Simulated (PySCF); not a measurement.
# Vibration and rotation of LaP

RHF-CCSD(T) constants of LaP, singlet, about 0.1 electrons in the 4f shell (Mulliken) (PySCF, spin-free X2C with a Gaussian nucleus, basis sets La x2c-SVPall, P x2c-SVPall; masses 138.9063 and 30.9738 u):

| Property | Result |
| --- | --- |
| ωe | 408.9 cm⁻¹ |
| ωexe | 0.942 cm⁻¹ |
| Be | 0.11316 cm⁻¹ |
| αe | 0.000368 cm⁻¹ |
| D (centrifugal) | 3.47e-08 cm⁻¹ |

Task: Give the vibrational terms G(v) and spacings up to v = 6.

Result: G(v) = ωe(v+½) − ωexe(v+½)².

```csv
v,G(v) (cm⁻¹),G(v) − G(v−1),Bv (cm⁻¹)
0,204.2,,0.1130
1,611.2,407.0,0.1126
2,1016.4,405.1,0.1122
3,1419.6,403.2,0.1119
4,1821.0,401.4,0.1115
5,2220.5,399.5,0.1111
6,2618.1,397.6,0.1108
```

A state of this spin cannot dissociate to the ground-state fragments, so its own limit lies higher than the one that De refers to.

Correlated steps freeze 23 core orbitals. These are scalar-relativistic numbers at best; spin–orbit coupling would shift them, the dissociation energy most. The CCSD T1 diagnostic is raised, a sign that a single reference may not be enough here.
